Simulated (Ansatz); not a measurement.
Cost and result for the atomization energy of C₂H₆GaNO (11 atoms, 11 bonds).

```xyz
11

N    -0.799   -0.424    0.556
C     0.270   -1.200   -0.046
C     1.203   -0.502   -0.716
O     1.193    0.799   -0.847
Ga   -0.306    1.556    0.031
H    -0.833   -0.541    1.564
H    -1.711   -0.686    0.193
H     0.276   -2.275    0.064
H     2.032   -1.028   -1.190
H    -1.411    2.026   -0.977
H     0.087    2.275    1.367
```

Charge 0, multiplicity 1. Correlated methods include outer-core shells of Ga, which these sets cover unevenly. Scalar relativity is left out up to krypton. The bonds changed during the relaxation, so this is another structure than the one it started from. The geometry is a stationary point of PBE0-D4/def2-TZVP. It is one conformer, not always the lowest. Program: Ansatz. All runs use 4 threads of an Intel Xeon 6975P-C on a shared host. Times are those of one run each, without the atoms' runs, and a repeat can differ threefold. Electronic energies, without spin–orbit coupling; frozen cores. CCSD(T)/CBS adds CCSD(T) − MP2 in def2-TZVPP to the MP2 limit, and its time is that of the two runs behind it. T1 = 0.014. With those shells the extrapolation isn't a true limit. B3LYP takes the VWN-RPA correlation (the form of Gaussian; ORCA's B3LYP/G).

CCSD(T)/CBS is a level of theory with its own doubt, some kJ/mol a heavy atom from the limit and from the frozen cores, so smaller differences don't rank the functionals.

```tsv
level	functions	wall time
LDA (SPW92)/def2-TZVPP	256	1.1 s
BLYP-D4/def2-TZVPP	256	1.6 s
BHLYP-D4/def2-TZVPP	256	2.4 s
CAM-B3LYP-D4/def2-TZVPP	256	2.7 s
B3LYP-D4/def2-TZVPP (with forces)	256	3.3 s
r2SCANh-D4/def2-TZVPP	256	3.4 s
B2PLYP/def2-TZVPP	256	4.3 s
CCSD(T)/def2-SVP	118	4.8 s
B97M-V/def2-TZVPP	256	5.5 s
ωB97M-V/def2-TZVPP (with forces)	256	7.5 s
MP2/def2-QZVPP	497	16 s
CCSD(T)/def2-TZVPP	256	55 s
CCSD(T)/CBS(def2)	–	70 s
```

Question: What atomization energy does each give, and how far from CCSD(T)/CBS? (An estimate is asked.)

Answer: Ansatz gave: 
```csv
level,atomization (kcal/mol),difference from CCSD(T)/CBS,per bond
LDA (SPW92)/def2-TZVPP,1120.3,157.3,14.3
BLYP-D4/def2-TZVPP,962.3,-0.7,-0.1
BHLYP-D4/def2-TZVPP,927.3,-35.7,-3.2
CAM-B3LYP-D4/def2-TZVPP,967.5,4.5,0.4
B3LYP-D4/def2-TZVPP (with forces),960.6,-2.4,-0.2
r2SCANh-D4/def2-TZVPP,957.5,-5.5,-0.5
B2PLYP/def2-TZVPP,951.5,-11.5,-1.0
CCSD(T)/def2-SVP,912.7,-50.3,-4.6
B97M-V/def2-TZVPP,964.8,1.8,0.2
ωB97M-V/def2-TZVPP (with forces),963.8,0.8,0.1
MP2/def2-QZVPP,970.7,7.7,0.7
CCSD(T)/def2-TZVPP,939.3,-23.7,-2.2
CCSD(T)/CBS(def2),963.0,0.0,0.0
```

The D4 term adds +9.7 kcal/mol with B3LYP and +5.0 kcal/mol with PBE0; it sums over pairs of atoms, weighted by their polarisabilities, and B3LYP, whose exchange is more repulsive, gets the larger term. At CCSD(T), def2-SVP lies −50.3 kcal/mol from the extrapolated value and def2-TZVPP −23.7 kcal/mol: correlation converges slowly with the basis, and small sets miss more of it in the bonded molecule than in its fragments. From PBE to PBE0 (25 % exact exchange), in def2-TZVPP and without D4, the atomization energy moves by −21.3 kcal/mol: exact exchange takes away binding that semilocal exchange gives to molecules.
